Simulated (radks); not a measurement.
The manganese ion Mn8+, 17 electrons, occupied as [Ne] 3s2 3p5. Method: Dirac Kohn-Sham, LDA (Slater exchange, Perdew-Wang correlation), spin-unpolarised, spherical densities, finite nucleus; open shells are shared between the two j in proportion to 2j + 1; Fermi nuclear charge, rms radius 3.7057 fm; computed with a radial shooting solver on a logarithmic mesh with Libxc functionals.

Radial electron density D(r) = 4 pi r^2 rho(r):

r (bohr)  D(r) (e/bohr)
0.007075          4.984
0.007978          6.033
0.008923          7.174
0.009981          8.482
0.01125           10.08
0.01259           11.76
0.01408           13.61
0.01575           15.61
0.01775           17.89
0.01986           20.10
0.02221           22.31
0.02504           24.58
0.02801           26.50
0.03133           28.12
0.03533           29.39
0.03951           30.04
0.0442            30.11
0.04943           29.61
0.05574           28.51
0.06234           27.13
0.06973           25.64
0.07862           24.26
0.08794           23.50
0.09836           23.49
0.1109            24.47
0.124             26.22
0.1387            28.50
0.1552            30.81
0.175             32.66
0.1957            33.18
0.2189            32.12
0.2468            29.16
0.2761            25.02
0.3088            20.23
0.3482            15.36
0.3894            11.89
0.4356            9.926
0.4872            9.460
0.5493            10.08
0.6144            10.91
0.6872            11.25
0.7748            10.60
0.8667            9.037
0.9694            6.909
1.093             4.552
1.222             2.709
1.367             1.408
1.529            0.6317
1.724            0.2237
1.929           0.07059
2.157           0.01830
2.432          0.003384
2.721         0.0005450

D(r) has 3 maxima, at r = 0.0425, 0.193, 0.682 bohr, and minima at 0.0930, 0.479 bohr, inside which lie 2.12, 10.41 electrons.
